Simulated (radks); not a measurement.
Values are calculated unless marked as measured or tabulated.
The indium ion In13+, configuration [Kr] (the NIST ground configuration).

Level of theory: Dirac Kohn-Sham, LB94 model potential, spin-unpolarised, spherical densities, finite nucleus; Fermi nuclear charge, rms radius 4.6156 fm (a radial shooting solver on a logarithmic mesh with Libxc functionals).

Energy parts (eV):
kinetic: 167185.885
electron-nucleus: -374699.020
Hartree: 53038.215
(The LB94 potential has no energy functional, so no total or exchange-correlation energy is given.)

Orbitals (lengths in bohr, moments of r in powers of bohr; r(90%) holds 90 % of the orbital's charge):
orbital	occ.	eigenvalue (eV)	r(90%)	<r^4>	small-component weight
1s1/2	2	-28176.18	0.0533	3.691e-06	3.24e-02
2s1/2	2	-4492.590	0.198	0.0006411	6.84e-03
2p1/2	2	-4216.149	0.177	0.0004136	6.88e-03
2p3/2	4	-4002.815	0.184	0.0004829	6.58e-03
3s1/2	2	-1095.811	0.510	0.02869	1.96e-03
3p1/2	2	-983.2766	0.507	0.02777	1.92e-03
3p3/2	4	-944.5596	0.522	0.03126	1.84e-03
3d3/2	4	-745.7495	0.501	0.02636	1.74e-03
3d5/2	6	-737.6655	0.506	0.02736	1.71e-03
4s1/2	2	-390.5305	1.12	0.6842	6.23e-04
4p1/2	2	-350.8767	1.17	0.7956	5.83e-04
4p3/2	4	-342.1212	1.20	0.8744	5.61e-04

The highest occupied level is 4p3/2 at -342.12 eV. The density falls to 0.001 e/bohr^3 at r = 1.92 bohr. For comparison, the ionisation energy in NIST's Atomic Spectra Database is 341 eV (theoretical). In exact Kohn-Sham theory the highest level is minus the ionisation energy, but local and semilocal functionals leave it too shallow, through self-interaction and a potential that decays too fast; potentials with the right tail come closer.
